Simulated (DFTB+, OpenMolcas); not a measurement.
**CH4OZn (SMILES [CH3][Zn][OH]): methods side by side**

CH4OZn: 7 atoms, total charge 0, spin state singlet. As SMILES, `[CH3][Zn][OH]`. The shape is that of a PBE0-D4/def2-TZVP optimisation.

```
atom    x (Å)    y (Å)    z (Å)
   C  -0.9840   0.6563  -0.3301
  Zn   0.5735  -0.4008   0.0473
   O   2.0287  -1.3998   0.2764
   H  -1.7558   0.0477  -0.8057
   H  -0.7348   1.4819  -0.9999
   H  -1.3970   1.0750   0.5900
   H   2.3304  -1.5285   1.1763
```

Each level gives the energy change with the Zn2–O3 bond stretched from 1.780 to 2.670 Å (eV). The values are calculated.

```csv
level,kind,program,value (eV),CPU time (all runs)
DFTB2-D4,semi-empirical,DFTB+,2.55,under 2 s
HF/cc-pVDZ (unrestricted),Hartree–Fock,OpenMolcas,2.89,34 s
SVWN5/cc-pVDZ (restricted),LDA,OpenMolcas,2.97,71 s
revPBE/cc-pVDZ (restricted),GGA,OpenMolcas,2.41,95 s
TPSS/cc-pVDZ (restricted),meta-GGA,OpenMolcas,2.61,2.1 min
r2SCAN/cc-pVDZ (restricted),meta-GGA,OpenMolcas,2.80,1.9 min
BHLYP/cc-pVDZ (restricted),global hybrid,OpenMolcas,2.92,84 s
B2PLYP/cc-pVDZ (restricted),double hybrid,OpenMolcas,2.76,75 s
MP2/cc-pVDZ (restricted),perturbation theory,OpenMolcas,2.97,27 s
```

The first shape isn't each level's own minimum. The values span 2.41 to 2.97 eV. CPU times are rough (shared hosts, several kinds of processor and program).
